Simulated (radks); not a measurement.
Results of a calculation; reference values are marked as such.
Problem. Ionisation of neutral rhenium, [Xe] 4f14 5d5 6s2, to [Xe] 4f14 5d5 6s1 as the strength of local exchange is varied. Code: a radial shooting solver on a logarithmic mesh with Libxc functionals. Model: scalar-relativistic Kohn-Sham, Slater X-alpha exchange (alpha = 2/3 is LDA exchange), no correlation, spin-unpolarised, spherical densities, finite nucleus; Fermi nuclear charge, rms radius 5.3698 fm.

alpha  E(Re) (hartree)  exchange (hartree)  IE (eV)  -e of the level emptied (eV)  <r> of it (bohr)
0.606      -16643.4757           -283.8940    8.067                    4.801 (6s)             3.151
0.612      -16646.3010           -286.7573    8.106                    4.836 (6s)             3.147
0.667      -16672.2238           -313.0522    8.471                    5.163 (6s)             3.108
0.701      -16688.2705           -329.3501    8.701                    5.371 (6s)             3.084
0.859      -16763.0582           -405.5179    9.814                    6.388 (6s)             2.977
0.95       -16806.2943           -449.7073   10.485                    7.010 (6s)             2.918
1.035      -16846.7867           -491.1943   11.131                    7.615 (6s)             2.865
x          -16848.6948           -493.1516   11.162                    7.644 (6s)             2.863

Which alpha was used in the last row?

Solution. alpha = 1.039. NIST Atomic Spectra Database: 7.834 eV (measured). The central value is not met in this range of alpha. Spin polarisation and multiplet splitting are left out, so open shells lie too high by an amount that depends on their filling. Spin-orbit splitting is averaged out at the scalar-relativistic level.

Beside tabulated values, note that spin-unpolarised runs miss the spin-polarisation part of the exchange energy of open shells.
